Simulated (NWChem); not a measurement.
System: CH$_{4}$BaN$_{2}$S

Here is an NWChem input.

```
start job
memory heap 200 mb stack 900 mb global 1100 mb
geometry units angstroms noautosym nocenter noautoz
  Ba     0.865783     0.108107    -0.328288
  S      0.096066     2.912301    -0.111060
  H     -1.217884     2.750135     0.162700
  C     -1.151389    -2.095844     0.053751
  N     -0.911725    -1.643056    -1.166258
  N     -0.435456    -1.688206     1.089117
  H     -1.974948    -2.824816     0.213025
  H     -1.557962    -2.018219    -1.852509
  H     -0.751620    -2.095284     1.962947
end
basis spherical
  * library def2-svpd
end
ecp
  Ba library def2-ecp
end
dft
  xc pbe0
  iterations 150
end
property
  response 1 0.0
end
task dft property
```

All runs use the structure optimised with PBE0/def2-SVP. Not confirmed as a minimum by frequencies. def2 effective core potentials on Ba; no spin-orbit coupling.

Static field.

Q: What results follow from this input? (PBE0/def2-SVPD with def2 effective core potentials on Ba.) Quantities: isotropic polarisability (bohr³); anisotropy (bohr³).

A: 
```json
{
  "isotropic polarisability (bohr³)": "96.1",
  "anisotropy (bohr³)": "37.5"
}
```
